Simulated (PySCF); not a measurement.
Ligand exchange on a metal centre used in film growth or etching (Zn CH3-Br). Gas-phase values, no solvent. One relaxed conformer stands for each flexible species; it need not be the lowest.

The numbers are results of B3LYP-D3(BJ)/def2-TZVP // PBE-D3(BJ)/def2-SVP run with PySCF, not measurements. B3LYP has the VWN-RPA correlation part, as in Gaussian. 

```csv
species,charge on the central atom (Mulliken) (e),coordination number,HOMO (eV),LUMO (eV)
0 of 2 CH3 replaced by Br,0.39,2,-6.95,-0.10
1 of 2 CH3 replaced by Br,0.42,2,-7.87,-0.94
2 of 2 CH3 replaced by Br ([Zn(Br)2]),0.51,2,-8.30,-2.18
```
